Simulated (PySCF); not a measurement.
A calculated (PBE, PySCF 2.14, aug-cc-pVTZ with one added diffuse shell each of s, p, d, f type, the non-relativistic Hamiltonian (point nucleus)) atom or ion has these occupied shells.

```csv
shell,electrons,orbital energy (eV),"rms radius, mean of both spins (bohr)"
1s α,1,-913.89,0.183
1s β,1,-910.31,0.183
2s α,1,-106.20,0.873
2s β,1,-97.834,0.873
2p α,3,-83.725,0.832
```

Problem. Name the element and its charge.

Solution. Ne³⁺ (neon, charge +3), in [He] 2s2 2p3, high-spin 4S determinant.
